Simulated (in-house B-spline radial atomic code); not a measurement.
Functionals against NIST's ionisation energies along a row: K²⁺ to Kr²⁺

Ionisation energies as differences of self-consistent total energies from an all-electron radial atomic-structure program (B-spline basis): all electrons, radial basis limit, scalar-relativistic (one-electron X2C), spin-polarised at highest spin, spherical densities; exact exchange is averaged over the determinants of each configuration. No spin-orbit coupling, Breit or QED terms. NIST's values run from ground level to ground level, so in open shells the differences also hold multiplet and fine-structure energies that spherical high-spin averages miss. Columns give computed minus NIST, in eV; a star marks a semi-empirical value. Species are left out where the tabulated value is theory, is uncertain by more than 0.12 eV, or (13 ions, such as In⁴⁺, Te⁴⁺ and Bi⁴⁺) lies off its series for all methods alike, which flatters the means a little.

| species | shell | NIST (eV) | LDA VWN5 | PBE | HSE06 | BHandHLYP | B97-1 |
| --- | --- | --- | --- | --- | --- | --- | --- |
| K²⁺ | 3p | 45.80* | +0.17 | -0.02 | -0.03 | -0.17 | -0.01 |
| Ca²⁺ | 3p | 50.91 | +0.09 | 0.00 | +0.06 | -0.03 | 0.00 |
| Sc²⁺ | 3d | 24.76 | +0.55 | +0.34 | +0.24 | +0.15 | +0.14 |
| Ti²⁺ | 3d | 27.49 | +0.30 | +0.09 | -0.07 | -0.26 | -0.22 |
| V²⁺ | 3d | 29.31 | +0.78 | +0.58 | +0.38 | +0.13 | +0.21 |
| Cr²⁺ | 3d | 30.96 ± 0.03 | +1.31 | +1.11 | +0.89 | +0.59 | +0.71 |
| Mn²⁺ | 3d | 33.67 ± 0.01 | +0.67 | +0.47 | +0.25 | -0.08 | +0.06 |
| Fe²⁺ | 3d | 30.65 ± 0.01 | +1.00 | +0.54 | +0.15 | -0.15 | +0.31 |
| Co²⁺ | 3d | 33.50 ± 0.06* | +0.56 | +0.12 | -0.35 | -0.77 | -0.22 |
| Ni²⁺ | 3d | 35.19 ± 0.02 | +1.15 | +0.74 | +0.23 | -0.24 | +0.32 |
| Cu²⁺ | 3d | 36.84 ± 0.01 | +1.68 | +1.29 | +0.76 | +0.28 | +0.83 |
| Zn²⁺ | 3d | 39.72 | +0.90 | +0.52 | 0.00 | -0.47 | +0.06 |
| Ga²⁺ | 4s | 30.73 | +1.20 | +0.88 | +0.55 | +0.36 | +0.22 |
| Ge²⁺ | 4s | 34.06 | +0.76 | +0.35 | +0.05 | -0.10 | +0.28 |
| As²⁺ | 4p | 28.35 ± 0.01 | -0.07 | -0.35 | -0.27 | -0.29 | -0.47 |
| Se²⁺ | 4p | 31.70 ± 0.02 | +0.10 | -0.05 | -0.04 | -0.15 | -0.17 |
| Br²⁺ | 4p | 34.87 ± 0.02 | +0.32 | +0.25 | +0.33 | +0.19 | +0.22 |
| Kr²⁺ | 4p | 35.84 ± 0.02 | +0.03 | -0.44 | -0.33 | -0.31 | -0.35 |

Question: How do the methods rank, and which species is hardest?

Answer: Mean absolute (signed) differences: BHandHLYP 0.26 (-0.07) eV; B97-1 0.27 (+0.11) eV; HSE06 0.28 (+0.16) eV; PBE 0.45 (+0.36) eV; LDA VWN5 0.65 (+0.64) eV. For Cr²⁺, which loses a 3d electron, the nearest method is off by +0.59 eV, the largest such miss. The first two are tied within the accuracy of the references.
